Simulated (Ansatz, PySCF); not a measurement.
Gas-phase reaction in SMILES: [CH3][Ge]([CH3])([I])[I] [diiodo(dimethyl)germane] -> [CH3][Ge]([CH3])[I] + I atom (the Ge-I bond at the site shown breaks; other sites are not compared here)
Geometries: B3LYP-D3(BJ)/def2-TZVP minima from Ansatz (an electronic-structure program).

Quantity: bond dissociation energy (enthalpy at 298 K, with B3LYP-D3(BJ) rigid-rotor harmonic-oscillator terms from PySCF), in kcal/mol. Cores are frozen in the correlated levels unless marked. UHF or UKS for open shells. No spin-orbit coupling. The frozen core is the preceding noble-gas configuration, with the filled d and f shells of earlier blocks. Past Kr the def2 sets carry scalar-relativistic core potentials. CBS marks a two-point X^-3 extrapolation of the correlation energy; Hartree-Fock from the larger set.

| level | program | bond dissociation energy (kcal/mol) |
|---|---|---|
| PBE-D3(BJ)/def2-TZVPD | Ansatz + dftd3 | ___ |
| r2SCAN/def2-TZVPD | Ansatz | ___ |
| B3LYP/def2-TZVPD | Ansatz | 67.0 |
| B2PLYP/def2-TZVPD | Ansatz | ___ |
| CCSD/def2-QZVPP | Ansatz | 71.8 |
| CCSD(T)/CBS(def2-TZVPP,def2-QZVPP) | Ansatz | 76.0 |

Question: Fill in the missing entries.

Answer: 
- PBE-D3(BJ)/def2-TZVPD, bond dissociation energy (kcal/mol): 74.4
- r2SCAN/def2-TZVPD, bond dissociation energy (kcal/mol): 72.6
- B2PLYP/def2-TZVPD, bond dissociation energy (kcal/mol): 70.8
